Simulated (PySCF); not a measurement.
# MCl anions for M along group 14

CCSD(T) with triple-zeta basis sets in PySCF, for the lowest determinant that a PBE0 search found; no spin–orbit coupling. De refers to high-spin ground-configuration atoms (the charge goes to the atom of lower measured ionisation energy or higher electron affinity, which is not always the lowest computed limit).

```csv
M,basis,"reference, frozen orbitals",charged atom,state (unpaired electrons),Re (Å),ωe (cm⁻¹),De (eV)
C,def2-TZVPPD,"UHF, 6",Cl−,triplet (π ↑↑),1.889,474,1.61
Si,def2-TZVPPD,"UHF, 10",Cl−,triplet (π ↑↑),2.264,355,1.91
Ge,def2-TZVPPD,"UHF, 14",Cl−,triplet (π ↑↑),2.366,278,1.74
Sn,def2-TZVPPD,"UHF, 9",Cl−,triplet (π ↑↑),2.544,245,1.75
```

The shortest bond is that of CCl⁻ (1.889 Å), the longest that of SnCl⁻ (2.544 Å).

Down a group the atoms grow and get heavier, so bonds lengthen and wavenumbers fall; this series shows no clear exception.

Correlated steps freeze the inner cores (6 to 14 orbitals); shallow outer-core shells are correlated. These are scalar-relativistic numbers at best; spin–orbit coupling would shift them, the dissociation energy most. For an ion De counts to the pair picked by the measured ionisation energies or electron affinities, which need not be the lowest pair at this level. States were picked by a PBE0 search and need not be the measured ground states.
